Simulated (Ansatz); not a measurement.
System: C2H2F3, charge 0, multiplicity 2. It need not be the lowest isomer of its formula. 
Structure (B3LYP-D3(BJ)/def2-TZVP (Ansatz, a program for electronic structure) minimum search):
```xyz
7

F     -1.6277    -0.2207     0.9501
C     -0.9762    -0.1382    -0.2657
C      0.5042    -0.1709    -0.0511
F      1.0185     0.8674     0.6023
F      1.2060    -0.4204    -1.1591
H     -1.2744     0.8014    -0.7478
H     -1.2645    -0.9834    -0.8915
```
Charge 0, spin multiplicity 2.

Property: atomisation energy (electronic, to ground-state atoms), in eV. Correlated levels leave the core frozen unless marked. UHF or UKS for open shells. No spin-orbit coupling. Non-relativistic. The coupled-cluster limit lacks core correlation, which all-electron functionals hold. CBS(X,Y): correlation extrapolated as X^-3; Hartree-Fock from the larger set (for Q and 5 zeta extrapolated as (X+1)exp(-9√X)).

| level | program | atomisation energy (eV) |
|---|---|---|
| PBE-D3(BJ)/def2-TZVPD | Ansatz + dftd3 | 28.83 |
| PBE-D4/def2-TZVPD | Ansatz + dftd4 | 28.82 |
| B3LYP-D4/def2-TZVPD | Ansatz + dftd4 | (withheld) |
| PBE0/6-31G* | Ansatz | (withheld) |
| r2SCAN0-D4/def2-TZVPD | Ansatz + dftd4 | 26.95 |
| HSE06-D4/def2-TZVPD | Ansatz + dftd4 | 27.79 |
| HSE06/def2-TZVPD | Ansatz | 27.72 |
| wB97M-V/def2-TZVPD | Ansatz | (withheld) |
| wB97X-V/def2-TZVPD | Ansatz | 27.56 |
| SCS-MP2/6-31G | Ansatz | 22.32 |
| SCS-MP2/6-31G* | Ansatz | 25.66 |
| CCSD(T)/CBS(cc-pVQZ,cc-pV5Z) | Ansatz | 27.36 |

Problem. What belongs in the gaps?

Solution. 
- B3LYP-D4/def2-TZVPD, atomisation energy (eV): 27.40
- PBE0/6-31G*, atomisation energy (eV): 27.88
- wB97M-V/def2-TZVPD, atomisation energy (eV): 27.49
